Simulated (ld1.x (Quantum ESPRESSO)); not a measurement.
**Ge, PAW: configuration errors across variants**

* Element: germanium (Ge)
* Generator: ld1.x (Quantum ESPRESSO) 7.5
* Type: PAW
* Functional: LDA (PZ)
* Relativity: scalar-relativistic
* Frozen core: [Ar] 3d10
* Valence charge: 4
* Reference configuration: 4s2 4p1 (charge +1)
* Partial waves: 4s (bound): rcut 1.55, rcutus 2.00 bohr; 4s channel at -1.15 Ry: rcut 1.55, rcutus 2.00 bohr; 4p (bound): rcut 1.65, rcutus 1.80 bohr; 4p channel at 0.35 Ry: rcut 1.65, rcutus 1.80 bohr; 4d channel at -0.15 Ry: rcut 1.40, rcutus 1.85 bohr; 4d channel at 2.2 Ry: rcut 1.40, rcutus 1.85 bohr
* Local potential: all-electron potential smoothed inside 1.85 bohr (lloc = -1)
* Core correction: Bessel-smoothed model core, default radius (core density twice the valence density)
* Augmentation charge: PSQ, inside the norm-conserving radii

All-electron excitation energies from the reference (eV): (1) 4s2 4p2 -7.636; (2) 4s2 4p0 15.716; (3) 4s1 4p0 50.934; (4) 4s0 4p4 8.723; (5) 4s1 4p3 0.407; (6) 4s2 4p2.3 -8.564; (7) 4s1 4p2 8.777; (8) 4s2 4p1 spin -0.185; (9) 4s2 4p2 spin -8.200.

Spin tests fill each open shell by Hund’s rule, majority spin first.

The default core radius of the base comes out at 1.40 bohr.

3 further variants failed, have other tests or another functional or relativity, and are left out.

A true bound ghost makes a file unfit for plane-wave use even where its test errors are small: the radial tests pick states by their node count and pass the ghost by.

Errors AE − PS in meV (a dash: test not solved or not reliable):

| change | (1) | (2) | (3) | (4) | (5) | (6) | (7) | (8) | (9) | bound ghosts |
| --- | --- | --- | --- | --- | --- | --- | --- | --- | --- | --- |
| base | -4.9 | -26 | -247 | -16 | -1.2 | -6.4 | -11 | -1.7 | -9.0 | d |
| wave 4d channel at 2.2 Ry: rcut 1.40, rcutus 1.85 bohr becomes 4d channel at 0.17 Ry: rcut 1.40, rcutus 1.85 bohr | -4.9 | -26 | -247 | -16 | -1.2 | -6.4 | -11 | -1.7 | -9.0 | d |
| core correction Bessel-smoothed model core inside 2.02 bohr | -4.9 | -26 | -247 | -16 | -1.1 | -6.5 | -11 | -1.7 | -9.0 | d |
| waves 4d channel at -0.15 Ry: rcut 1.40, rcutus 2.46 bohr; 4d channel at 2.2 Ry: rcut 1.40, rcutus 2.46 bohr | -4.9 | -26 | -247 | -16 | -1.2 | -6.4 | -11 | -1.7 | -9.0 | none |
| local potential all-electron potential smoothed inside 2.14 bohr (lloc = -1) | -4.9 | -26 | -247 | -16 | -1.2 | -6.4 | -11 | -1.7 | -9.0 | d |
| all radii but the core radius scaled by about 0.87 (s 1.74, p 1.56, d 1.60 bohr, rcut 1.34/1.44/1.22); local potential all-electron potential smoothed inside 1.60 bohr (lloc = -1) | -4.5 | -26 | -248 | – | – | – | – | – | – | d |
| local potential all-electron potential smoothed inside 1.70 bohr (lloc = -1) | -4.9 | -26 | -247 | -16 | -1.2 | -6.4 | -11 | -1.7 | -9.0 | d |
| type ultrasoft; waves now 4s (bound): rcut 1.55, rcutus 2.00 bohr; 4s channel at -1.15 Ry: rcut 1.55, rcutus 2.00 bohr; 4p (bound): rcut 1.65, rcutus 1.80 bohr; 4p channel at 0.35 Ry: rcut 1.65, rcutus 1.80 bohr; 4d channel at -0.15 Ry: rcut 1.40, rcutus 1.85 bohr | -5.5 | -27 | -232 | -10 | -0.9 | -7.3 | -8.1 | -1.8 | -9.9 | none |
| waves 4s (bound): rcut 1.55, rcutus 1.80 bohr; 4s channel at -1.15 Ry: rcut 1.55, rcutus 1.80 bohr | -4.9 | -26 | -248 | -17 | -1.2 | -6.5 | -11 | -1.7 | -9.0 | d |

Q: Give the same row for: waves 4p (bound): rcut 1.65, rcutus 2.64 bohr; 4p channel at 0.35 Ry: rcut 1.65, rcutus 2.64 bohr.

A: -5.0, -26, -247, -14, -0.8, -6.5, -10, -1.7, -9.0; bound ghosts: d.
